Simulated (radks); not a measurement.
Neutral technetium, [Kr] 4d5 5s2. Method: non-relativistic Kohn-Sham, exchange-only B88, spin-polarised, spherical densities, point nucleus; computed with a radial shooting solver on a logarithmic mesh with Libxc functionals. Every spin shell is full or empty, so the densities are truly spherical. Functionals are evaluated on that one density, not self-consistently. Rank these orbital-free kinetic functionals by their error against the exact value of the orbitals, and give that value: Thomas-Fermi, von Weizsacker, TF + vW, TF + vW/9, LC94, APBEK, revAPBEK, Perdew 92, Thakkar, Pearson, PG1, DePristo-Kress, Ernzerhof.

Answer. Exact: 4204.84 hartree. From best to worst, with 100 (|E| - |E exact|)/|E exact| (equal figures are ties): DePristo-Kress -0.06, LC94 +0.08, APBEK +0.14, revAPBEK +0.34, Ernzerhof -0.37, Thakkar -0.51, Perdew 92 -0.67, TF + vW/9 -0.68, Pearson -0.96, Thomas-Fermi -5.53, PG1 +16.03, TF + vW +38.17, von Weizsacker -56.30.
